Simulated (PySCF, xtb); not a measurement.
BCl2H3OSi, SMILES [SiH3]OB(Cl)Cl.

xtb 6.7.1 with GFN2-xTB at its own geometry gives an orbital gap of 5.16 eV and a dipole moment of 3.52 D.

Geometry: B3LYP-D3(BJ)/def2-SVP. This is a generated structure with no PubChem entry under its InChIKey; it may be hypothetical. Other conformers were not sampled.

### Question
What does HF/def2-TZVP (PySCF) give? (Estimate from the structure and the level; the computed values follow.)

### Answer
gap 15.11 eV (levels -12.36 and 2.75 eV), dipole 2.01 D.
